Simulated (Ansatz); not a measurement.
`[OH][W]([F])([F])(=[S])[Cl]`, relaxed with RKS PBE0-D4/def2-TZVP in Ansatz 0.2.0 from a PBE-D4/def2-SVP geometry. The force threshold is 0.005 eV/Å; the program also tests the step.

The species carries charge 0 and has multiplicity 1. W takes the def2 core potential.

Start:

```xyz
7

O     0.785    0.535    1.229
W    -0.122   -0.042   -0.324
F     0.327    1.748   -0.903
F     0.706   -0.499   -1.938
S    -0.287   -2.104    0.336
Cl   -2.329    0.491   -0.334
H     0.920   -0.129    1.934
```

How much energy does the relaxation release, and in how many steps? (An estimate is asked.)

Ansatz gave: 7.28 kJ/mol, in 9 steps.

Which bonds change most? (Estimate.)

The calculation gave: W2–S5 from 2.172 to 2.138 Å; O1–W2 from 1.888 to 1.856 Å; W2–F4 from 1.871 to 1.843 Å; W2–F3 from 1.934 to 1.914 Å.

Give the relaxed structure. (Estimate.)

Ansatz gave: 
```xyz
7

O     0.811    0.515    1.199
W    -0.111   -0.057   -0.307
F     0.215    1.728   -0.915
F     0.790   -0.483   -1.857
S    -0.380   -2.089    0.299
Cl   -2.295    0.497   -0.332
H     0.970   -0.110    1.913
```
